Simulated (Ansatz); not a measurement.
The cluster Si4B⁻, relaxed as a singlet with RKS PBE0-D4/def2-SVPD in Ansatz, starting from the GFN2-xTB geometry. Force threshold 0.02 eV/Å.

The restricted singlet is unstable towards broken spin symmetry in Hartree–Fock (as tested in another run); at PBE0-D4/def2-SVPD this wasn't settled. Another isomer (singlet) lies 0.69 eV lower at PBE0-D4/def2-TZVPD; other spin states weren't run for this one.

Start:

| atom | x (Å) | y (Å) | z (Å) |
| --- | --- | --- | --- |
| B1 | 0.5396 | -1.6077 | -1.1122 |
| Si2 | -1.1013 | 3.2432 | 2.2461 |
| Si3 | 0.0498 | -0.1632 | -0.1212 |
| Si4 | 1.0486 | -3.0476 | -2.0944 |
| Si5 | -0.5367 | 1.5753 | 1.0817 |

Task: Estimate the energy that the relaxation releases and the steps that it takes.

Result: 296.7 kJ/mol, in 42 steps; 95 s on 4 threads of Arm Neoverse N1 on a shared host. The force fell under the threshold at step 3, but the optimiser went on and released 3.068 eV more. No frequencies were taken in this run, so the end may be a saddle point.

Task: Does the start keep its bonding and symmetry?

Result: Bonds formed: B1–Si2, Si2–Si3, Si2–Si4 (atoms count from 1). Point group C∞v at the start, Cs at the end, both within 0.05 Å.

Task: Predict the relaxed structure.

Result: 
```csv
atom,x (Å),y (Å),z (Å)
B1,0.225,-0.828,-0.881
Si2,0.215,-0.011,0.925
Si3,-0.698,0.898,-1.051
Si4,1.114,-2.124,0.119
Si5,-0.856,2.065,0.888
```
Bond lengths: 4 × Si–Si 2.27 to 2.43 Å; 3 × B–Si 1.86 to 1.98 Å.
